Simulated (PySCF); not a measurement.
An equivalent PySCF input for Cl (chlorine, neutral), [Ne] 3s2 3p5, 2P determinant, with the spin-free X2C one-electron Hamiltonian (Gaussian nucleus):

```python
from pyscf import gto, scf, dft, mp, cc
import basis_set_exchange as bse
mol = gto.M(atom="Cl 0 0 0", charge=0, spin=1, symmetry="D2h",
            basis=gto.basis.parse(bse.get_basis("jorge-DZP-DKH", elements=["Cl"], fmt="nwchem", header=False)),
            nucmod="G")
mf = dft.UKS(mol, xc="B3LYP").sfx2c1e()
mf.irrep_nelec = {'Ag': (3, 3), 'B1u': (2, 2), 'B2u': (2, 2), 'B3u': (2, 1)}
mf.kernel()
```

It reaches the same state as the run whose output follows, with an energy that differs only through the grid. The run itself started from symmetry-adapted Hartree-Fock orbitals and held the occupation by maximum overlap, on a logarithmic radial grid, so the iterations belong to that start.

```
SCF conv_tol = 1e-09
number electrons alpha = 9  beta = 8
XC functionals = B3LYP
    P. J. Stephens, F. J. Devlin, C. F. Chabalowski, and M. J. Frisch.,  J. Phys. Chem. 98, 11623 (1994)
cycle= 1 E= -461.585476479681  delta_E= -0.00704  |g|= 0.0208  |ddm|= 0.0977
cycle= 2 E= -461.585577510206  delta_E= -0.000101  |g|= 0.01  |ddm|= 0.0326
cycle= 3 E= -461.585622532856  delta_E= -4.5e-05  |g|= 0.00331  |ddm|= 0.0143
cycle= 4 E= -461.585625609493  delta_E= -3.08e-06  |g|= 0.00013  |ddm|= 0.0026
cycle= 5 E= -461.585625625799  delta_E= -1.63e-08  |g|= 1.15e-05  |ddm|= 0.000232
cycle= 6 E= -461.585625625961  delta_E= -1.63e-10  |g|= 1.41e-06  |ddm|= 2.82e-05
converged SCF energy = -461.585625625961  <S^2> = 0.75187424  2S+1 = 2.0018734
```
